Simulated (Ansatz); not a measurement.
Born–Oppenheimer molecular dynamics of AlClFH$_{4}$N (8 atoms, charge 0, multiplicity 1). It starts at the highest image of a converged band, a first-order saddle point between two minima.

Level of theory: RKS BLYP/6-31G* in Ansatz.

- ensemble: NVE (velocity Verlet)
- time step: 0.5 fs
- steps asked: 200
- starting velocities drawn for: 300 K
- seed: 6808

First frame:

```xyz
8
Properties=species:S:1:pos:R:3
Al -0.052 0.492 -0.178
F -0.224 -0.070 1.739
H 1.426 0.102 -0.583
N -1.546 -0.111 -0.990
H -2.194 -0.756 -0.532
H -2.071 0.472 -1.645
Cl -0.118 2.542 0.771
H -0.251 0.902 1.988
```

(1) How far do the bonds stretch over the last three quarters of this one trajectory? (Pairs bonded in most of those frames.)

Answers

(1) 
```
   bond  mean (Å)  spread (Å)  shortest  longest
 Al1–F2     2.032       0.085      1.87     2.11
 Al1–H3     1.584       0.046      1.52     1.65
 Al1–N4     1.793       0.013      1.77     1.81
Al1–Cl7     2.287       0.051      2.17     2.34
  F2–H8     1.023       0.051      0.94     1.13
  N4–H5     1.021       0.011      1.00     1.04
  N4–H6     1.024       0.018      1.00     1.05
```

Mean temperature of the second half: 265 K. The conserved energy stayed within 0.17 meV per atom of its start (net change 0.027 meV per atom), so the integration is sound. A run of 0.1 ps of so small a system gives no equilibrium averages. The orbitals stay closed-shell, which can raise the energy where a bond breaks towards radicals; this wasn't checked here.

Run time: 4.5 min on 2 threads of Arm Neoverse V1, with other jobs on the host, peak memory 0.12 GiB.
